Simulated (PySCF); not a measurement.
# Structure elucidation problem

Molecular formula: C3HF5O2. Simulated spectra:

¹H NMR (300 MHz, computed): δ 6.33 (br s, 1H).

¹³C{¹H} NMR (computed): δ 163.8 (C, t, J = 32.5 Hz), 123.7 (C, qt, J = 356.2, 34.5 Hz), 109.5 (C, tq, J = 320.9, 42.8 Hz).

[PySCF 2.14.0 with density-fitted response routines: geometry from PBE0-D3(BJ)/def2-SVP; couplings computed with B3LYP/pcJ-1 (spin–dipole term only in couplings to heteroatoms); GIAO PBE0/pcSseg-1 shieldings; gas phase; no relativistic terms; averaged over atoms made equivalent by symmetry, fast rotation or ring inversion; one computed conformer]

References, each an isolated molecule treated in the same way: ¹H (31.27 ppm) and ¹³C (184.41 ppm) vs TMS.

Q: Deduce the structure.

A: 
The formula gives 1 degree of unsaturation (no ring in the answer). 3 carbon signals for 3 carbons: no two carbons are equivalent. Carbon types of the structure: 3 × C, leaving 1 H on heteroatoms. δC 163.8: carboxylic acid carbon; lone-pair donation from the attached heteroatom keeps it upfield of a ketone carbonyl. δC 123.7: CF3 carbon; 3 electronegative neighbours deshield it. δC 109.5: fully substituted sp3 carbon bonded to 2 F, α to a carbonyl; 2 electronegative neighbours deshield it. δH 6.33: hydrogen on an acid hydroxyl oxygen; exchangeable, gas-phase position.

Structure: `O=C(O)C(F)(F)C(F)(F)F`.

This is the structure that produced the data.

Exchangeable OH/NH protons stand at their gas-phase positions; hydrogen bonding in a real sample shifts them, mostly to higher δ. Common functionals overestimate the size of one-bond C–F couplings by tens of Hz; these are unscaled. Shifts are as computed. Against solution values, carbons near 30 ppm lie about +2 ppm off and those near 130 ppm about +5 ppm. Of 1211 compounds with measured shifts, 218 miss one by over three times the rms of a fit or turn the order of signals round; such compounds aren't used in these exercises. Hydrogen bonding in solution deshields acid and N–H amide carbonyl carbons by as much as 10 ppm beyond these values.
